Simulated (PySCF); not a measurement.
A structure optimised at PBE-D3(BJ)/def2-TZVP, used in a PySCF frequency run:

```xyz
7

B      0.9217     0.0098     0.0000
N     -0.6318     0.0085     0.0000
H      1.4334    -0.0066     1.0714
H      1.4334    -0.0066    -1.0714
H     -0.9573    -0.9779     0.0000
H     -1.0476     0.4413     0.8403
H     -1.0476     0.4413    -0.8403
```
Charge +1, spin multiplicity 1.

Question: Write its SMILES, formula and point group.

Answer: B[NH3+], BH₅N, Cs

Question: What are its rotational constants (standard atomic weights)?

Answer: 99.174, 21.612, 19.616 GHz
